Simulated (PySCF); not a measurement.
Consider propylboronic acid, `CCCB(O)O` (C3H9BO2). Numbering: `[CH3:1][CH2:2][CH2:3][B:4]([OH:5])[OH:6]`

Computed at M06-2X/def2-TZVP // PBE0-D3(BJ)/def2-SVP with PySCF (density fitting, grid level 3). Zero-point and thermal terms (298.15 K, 1 bar) come from unscaled GFN2-xTB harmonic frequencies, with soft modes damped to free rotors in the entropy. These were taken at the GFN2-xTB minima.

Problem. Rank these bonds by dissociation enthalpy, weakest first.
A. C3–H
B. C2–C3
C. O5–H
D. B4–O5
E. C1–C2
F. C2–H
G. C1–H

Solution. B (342 kJ/mol), E (371 kJ/mol), A (384 kJ/mol), F (403 kJ/mol), G (417 kJ/mol), C (457 kJ/mol), D (610 kJ/mol).

Not ranked, since the method can't order them against a listed neighbour: C3–B4 (424 kJ/mol).

Problem. For B4–O5, what are ΔE (electronic) and ΔG(298 K) of the homolysis?

Solution. ΔE = 625 and ΔG = 562 kJ/mol, beside ΔH = 610 kJ/mol. The radicals are `CCC[B]O` and OH•.

Note: the order of C1–H and C3–B4 is undecided: the gaps lie inside the method's error (some 10 kJ/mol, one structure a species).
